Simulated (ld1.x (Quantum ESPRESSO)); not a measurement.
# Co, ultrasoft: configuration errors across variants

- Element: Co
- Generator: ld1.x (Quantum ESPRESSO) 7.5
- Type: ultrasoft
- Functional: LDA (PZ)
- Relativity: scalar-relativistic
- Frozen core: [Ne]
- Valence charge: 17
- Reference configuration: 3s2 3p6 3d7 4s2 4p0
- Partial waves: 3s (bound): rcut 1.15, rcutus 1.35 bohr; 4s (bound): rcut 1.15, rcutus 1.35 bohr; 3p (bound): rcut 1.15, rcutus 1.35 bohr; 4p (bound, empty): rcut 1.15, rcutus 1.35 bohr; 3d (bound): rcut 1.05, rcutus 1.15 bohr; 3d channel at 3.1 Ry: rcut 1.05, rcutus 1.15 bohr
- Local potential: all-electron potential smoothed inside 0.90 bohr (lloc = -1)
- Core correction: Bessel-smoothed model core inside 0.65 bohr
- Augmentation charge: PSQ, radius 1.05 bohr

All-electron excitation energies from the reference (eV): (1) 3s2 3p6 3d7 4s1 4p0 9.296; (2) 3s2 3p6 3d7 4s0 4p0 26.380; (3) 3s2 3p6 3d6 4s0 4p0 62.569; (4) 3s1 3p6 3d7 4s2 4p0 109.991; (5) 3s2 3p6 3d7 4s0 4p2 9.145; (6) 3s2 3p5 3d7 4s2 4p0 73.421; (7) 3s2 3p6 3d7 4s1 4p1 4.429; (8) 3s2 3p6 3d7 4s2 4p0 spin -1.983; (9) 3s2 3p6 3d7 4s1 4p0 spin 6.717.

Spin tests fill each open shell by Hund’s rule, majority spin first.

The overlap operator is not positive definite (basis up to 400 Ry) in “base”, “wave 3d channel at 3.1 Ry: rcut 1.05, rcutus 1.15 bohr becomes 3d channel at -0.37 Ry: rcut 1.05, rcutus 1.15 bohr”, “core correction Bessel-smoothed model core inside 0.70 bohr”, “waves 3d (bound): rcut 1.02, rcutus 1.08 bohr; 3d channel at 3.1 Ry: rcut 1.02, rcutus 1.08 bohr”, “waves 3s (bound): rcut 1.14, rcutus 1.20 bohr; 4s (bound): rcut 1.14, rcutus 1.20 bohr”, “local potential all-electron potential smoothed inside 1.42 bohr (lloc = -1)”. Such files are unfit for use, however small their errors in these radial tests.

4 further variants failed, have other tests or another functional or relativity, and are left out.

Errors AE − PS in meV (a dash: test not solved or not reliable):

| change | (1) | (2) | (3) | (4) | (5) | (6) | (7) | (8) | (9) | bound ghosts |
| --- | --- | --- | --- | --- | --- | --- | --- | --- | --- | --- |
| base | -0.1 | +1.1 | +13 | -23 | -74 | +0.6 | -15 | +151 | +159 | not determined (overlap not positive) |
| wave 3d channel at 3.1 Ry: rcut 1.05, rcutus 1.15 bohr becomes 3d channel at -0.37 Ry: rcut 1.05, rcutus 1.15 bohr | -0.2 | +1.0 | +15 | -20 | -74 | +3.3 | -15 | +151 | +159 | not determined (overlap not positive) |
| core correction Bessel-smoothed model core inside 0.70 bohr | -0.1 | +1.0 | +13 | -20 | -73 | +2.6 | -15 | +227 | +237 | not determined (overlap not positive) |
| waves 3d (bound): rcut 1.02, rcutus 1.08 bohr; 3d channel at 3.1 Ry: rcut 1.02, rcutus 1.08 bohr | -0.2 | +0.7 | +9.8 | -23 | -78 | +0.8 | -16 | +180 | +188 | not determined (overlap not positive) |
| waves 3s (bound): rcut 1.14, rcutus 1.20 bohr; 4s (bound): rcut 1.14, rcutus 1.20 bohr | – | – | – | – | – | – | – | – | – | not determined (overlap not positive) |
| local potential all-electron potential smoothed inside 1.42 bohr (lloc = -1) | -0.3 | -1.1 | -9.6 | -6.3 | -94 | +17 | -20 | +140 | +147 | not determined (overlap not positive) |

Question: Give the same row for: waves 3p (bound): rcut 1.15, rcutus 1.92 bohr; 4p (bound): rcut 1.15, rcutus 1.92 bohr.

Answer: -0.7, -1.7, -16, -38, –, -6.7, –, +136, +143; bound ghosts: none. Not counted: 3s2 3p6 3d7 4s0 4p2 (pseudo-atom not self-consistent, printed error +23.8 eV); 3s2 3p6 3d7 4s1 4p1 (solver errors, printed error -2.6 eV).
